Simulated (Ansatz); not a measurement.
Program: Ansatz. Geometries: PBE0-D4/def2-TZVP. ΔE: electronic, gas phase. CCSD(T)/CBS is the MP2 limit (def2-TZVPP, def2-QZVPP) plus CCSD(T) − MP2 in def2-TZVPP, frozen cores. This one scheme is used for every species. Functionals use def2-TZVPP. B3LYP here is the variant with VWN-RPA as its local correlation; programs differ in this. For Ge outer-core shells are correlated without core-valence functions, which leaves a few kJ/mol of doubt a bond. Scalar relativity is left out up to krypton. Each species was taken in one conformer, which may not be the lowest.

Consider the formal exchange of groups at a C–C bond: `CC[CH2][GeH3]` + acetylene → `C#CC[CH2][GeH3]` + CH₄.

| level | ΔE (kJ/mol) | difference from CCSD(T)/CBS |
| --- | --- | --- |
| PBE-D4 | -35.9 | -9.0 |
| r2SCAN-D4 | -34.9 | -8.0 |
| PBE0-D4 | -34.7 | -7.8 |
| B3LYP-D4 | -33.9 | -7.0 |
| ωB97X-V | -30.0 | -3.1 |
| ωB97M-V | -29.4 | -2.5 |
| B2PLYP | -32.1 | -5.2 |
| PBE | -35.9 | -9.0 |
| r2SCAN | -34.9 | -8.0 |
| PBE0 | -34.5 | -7.6 |
| B3LYP | -33.8 | -6.9 |
| HF/def2-TZVPP | -29.4 | -2.5 |
| MP2/def2-TZVPP | -31.3 | -4.4 |
| SCS-MP2/def2-TZVPP | -29.4 | -2.5 |
| CCSD/def2-TZVPP | -26.7 | 0.2 |
| CCSD(T)/def2-TZVPP | -27.3 | -0.4 |
| HF/def2-QZVPP | -29.3 | -2.4 |
| MP2/def2-QZVPP | -31.0 | -4.1 |
| SCS-MP2/def2-QZVPP | -29.1 | -2.2 |
| HF/CBS(def2) | -29.2 | -2.3 |
| MP2/CBS(def2) | -30.9 | -4.0 |
| CCSD/CBS(def2) | -26.3 | 0.6 |
| CCSD(T)/CBS | -26.9 | 0 |

Largest T1 diagnostic among the species: 0.013.

CCSD(T)/CBS has its own doubt, a few kJ/mol and more with outer-core shells, so smaller differences from it don't rank the levels.
